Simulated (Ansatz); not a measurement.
System: C$_{3}$H$_{13}$NSi$_{2}$ (charge 0, singlet). 
Structure (B3LYP-D3(BJ)/def2-TZVP (Ansatz, a program for electronic structure) minimum search):
SMILES: CC(C)N([SiH3])[SiH3]
```xyz
19

C      1.5444     0.2405     1.5845
C      1.1809    -0.1541     0.1561
C      1.8952     0.7178    -0.8751
N     -0.2911    -0.1524    -0.0620
Si    -0.9030    -1.5482    -0.8789
Si    -1.2691     1.1743     0.4713
H      2.6205     0.1501     1.7409
H      1.2699     1.2783     1.7905
H      1.0335    -0.3967     2.3067
H      1.5249    -1.1855     0.0131
H      1.6074     1.7644    -0.7620
H      2.9784     0.6488    -0.7553
H      1.6403     0.4028    -1.8874
H     -2.3681    -1.4189    -1.0266
H     -0.2823    -1.7057    -2.2201
H     -0.5855    -2.7824    -0.1150
H     -0.6507     2.4739     0.1101
H     -2.5859     1.0550    -0.1893
H     -1.4783     1.1918     1.9412
```

Basis-set convergence of Hartree-Fock and MP2 correlation energies (hartree) with Ansatz. Valence correlation only, unless marked. No spin-orbit coupling. No relativistic terms.

```json
[
 {"basis": "cc-pV(D+d)Z", "functions": "167", "E(HF)": "-753.53758", "E(corr, MP2)": "-0.81564"},
 {"basis": "cc-pV(T+d)Z", "functions": "380", "E(HF)": "…", "E(corr, MP2)": "…"}
]
```

Task: Complete the blanks.

Result: 
- cc-pV(T+d)Z, E(HF): -753.61864
- cc-pV(T+d)Z, E(corr, MP2): -1.00187
